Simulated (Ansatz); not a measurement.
Isolated molecules relaxed with PBE0-D4/def2-TZVP in Ansatz; ΔE leaves out vibrations. CBS: MP2 limit from def2 TZ/QZ plus the TZ coupled-cluster correction, frozen cores. Functionals use def2-TZVPP. B3LYP here is the variant with VWN-RPA as its local correlation; programs differ in this. Each species was taken in one conformer, which may not be the lowest.

`BN1B[SiH2]1` → `NB1B[SiH2]1`  (isomerisation)

`BN1B[SiH2]1`:

Z-matrix (Å, degrees):
```
Si
N 1 1.781
B 1 1.927 2 44.3
H 1 1.483 2 114.3 3 115.1
H 1 1.483 2 114.3 3 -115.1
B 2 1.423 1 149.1 3 179.9
H 3 1.187 1 163.2 2 -179.9
H 6 1.197 2 119.9 1 -0.0
H 6 1.198 2 118.7 1 180.0
```

`NB1B[SiH2]1`:

```xyz
9

N     0.265    1.791    0.524
B     0.349    0.735   -0.337
B     0.338   -0.529   -1.226
Si   -0.534   -1.556    0.059
H    -0.307    2.599    0.338
H     0.773    1.840    1.392
H     0.962   -0.901   -2.166
H    -1.221   -0.939    1.226
H    -0.625   -3.040    0.192
```

Problem. Is it downhill or uphill in electronic energy at CCSD(T)/CBS, and by how much? (Estimate.)

Solution. The calculation gave: Uphill: ΔE = +1.13 eV.

Problem. What do these levels give: revPBE-D4, r2SCAN-D4, B2PLYP, BLYP, B3LYP, SCS-MP2/def2-TZVPP? (An estimate is asked.)

Solution. Ansatz gave: revPBE-D4 0.78, r2SCAN-D4 0.93, B2PLYP 1.13, BLYP 0.95, B3LYP 1.09, SCS-MP2/def2-TZVPP 1.29 eV.

Largest T1 diagnostic among the species: 0.015.

From PBE to PBE0 (25 % exact exchange), in def2-TZVPP and without D4, ΔE moves by +0.19 eV. In def2-TZVPP, CCSD(T) changes the Hartree–Fock value by −0.59 eV (the triples alone add −0.12 eV) and MP2 by −0.54 eV. At CCSD(T), def2-SVP lies +0.04 eV from the extrapolated value and def2-TZVPP −0.02 eV.
